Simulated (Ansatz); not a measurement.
A nudged elastic band was laid between two geometries of BFH2O2 + H3N (10 atoms, charge 0, multiplicity 1).

Level of theory: RKS BLYP-D4/cc-pVDZ in Ansatz 0.2.0.

* movable images: 7
* climbing image: yes
* spring: 5.0 eV/Å²
* optimiser: quadratic models (default)
* start path: through a guess of the saddle point
* force threshold: 0.03 eV/Å
* iteration limit: 60
* end points: relaxed

Initial state:

```xyz
10
Properties=species:S:1:pos:R:3
B -0.291 0.315 -0.986
F 0.622 -0.455 -1.639
O 0.036 1.581 -0.553
O -1.547 -0.205 -0.815
H 1.176 -1.331 0.706
N 0.688 -1.007 1.555
H 0.960 1.805 -0.779
H -2.130 0.437 -0.363
H 0.797 0.019 1.538
H -0.310 -1.158 1.337
```

Final state:

```xyz
10
Properties=species:S:1:pos:R:3
B -0.644 0.287 -0.025
F 2.136 -0.405 -0.847
O -0.047 1.233 -0.820
O -2.010 0.103 -0.012
H 1.445 -0.793 -0.255
N 0.180 -0.620 0.808
H 0.907 0.996 -0.938
H -2.432 0.660 -0.697
H 0.810 -0.131 1.456
H -0.345 -1.330 1.331
```

(1) Which bonds break or form, and what moves?

(2) Give the energies along the band, and the barrier.

(3) What is the geometry of the highest image?

Results:

(1) Bonds broken: B1–F2, H5–N6. Bonds formed: B1–N6, F2–H5. BFH2O2 + H3N becomes BH4NO2 + FH.

(2) The run converged. The highest image is number 5 of 0 to 8, 22.5 kcal/mol above the first end and 15.9 kcal/mol above the last; the last end lies 6.6 kcal/mol above the first. The profile has 2 maxima (images 1, 5) with wells between them (image 3): this band takes more than one step, which may be the mechanism or a detour left from its start path. A structure lower than the first end lies on the path between it and the top, so the climb from that side starts below the end, which may itself be a saddle point or a shallow side well. A vibrational analysis at the climbing image gives one clearly imaginary mode, 810i cm⁻¹: a first-order saddle point. The orbitals stay closed-shell, which can raise the energy where a bond breaks towards radicals; this wasn't checked here.

| image | path coordinate (Å) | energy (kcal/mol) | B1–F2 (Å) | H5–N6 (Å) | B1–N6 (Å) |
| --- | --- | --- | --- | --- | --- |
| 0 | 0.00 | 0.0 | 1.36 | 1.03 | 3.03 |
| 1 | 0.93 | 0.8 | 1.36 | 1.03 | 3.11 |
| 2 | 1.87 | -0.7 | 1.37 | 1.03 | 2.38 |
| 3 | 2.80 | -0.7 | 1.40 | 1.03 | 1.96 |
| 4 | 3.73 | -0.6 | 1.44 | 1.03 | 1.73 |
| 5 | 4.67 | 22.5 | 1.92 | 1.25 | 1.56 |
| 6 | 5.43 | 10.5 | 2.66 | 1.68 | 1.47 |
| 7 | 6.20 | 8.0 | 2.86 | 1.69 | 1.47 |
| 8 | 6.97 | 6.6 | 2.98 | 1.66 | 1.48 |

(3) 
```xyz
10
Properties=species:S:1:pos:R:3
B -0.331 0.249 -0.157
F 0.890 -0.760 -1.250
O 0.033 1.564 -0.445
O -1.628 -0.191 -0.350
H 0.974 -0.997 -0.062
N 0.398 -0.563 0.960
H 0.970 1.612 -0.717
H -2.047 0.322 -1.068
H 0.949 -0.012 1.629
H -0.207 -1.225 1.460
```

Run time: 90 s on 2 threads of Intel(R) Xeon(R) 6975P-C (Granite Rapids), with other jobs on the host, peak memory 0.15 GiB.
